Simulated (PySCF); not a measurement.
**As: excitation energy**

As [Ar] 3d10 4s2 4p3 (4S) → As [Ar] 3d10 4s1 4p3 5s1 (6S), as a difference of total energies. All numbers are calculated (PySCF 2.14, a scalar-relativistic core potential, in aug-cc-pVQZ-PP with one added diffuse shell each of s, p, d, f, g type with ECP10MDF (8s7p6d4f3g, 114 functions)). Correlated levels: valence: 3s2 3p6 3d10 frozen. The calculations carry no spin-orbit coupling.

```
           method  excitation energy (eV)
              UHF                  10.907
              LDA                  13.674
              PBE                  13.376
             PBE0                  13.079
           r2SCAN                  13.001
             BLYP                  13.849
              M06                  14.021
           PBEsol                  13.310
    MP2 (valence)                  12.275
SCS-MP2 (valence)                  12.704
```

**Question.** How much does correlation contribute at MP2 (valence)?

**Answer.** 12.275 − (10.907) = 1.368 eV, measured against UHF.

The upper state lies above the first ionisation limit, but in LS coupling its spin forbids autoionisation to the ground ion. A Rydberg-like electron needs more diffuse functions than a valence basis has.

The promoted electron is Rydberg-like, and one or two diffuse shells describe it only roughly, which tends to raise the upper state.
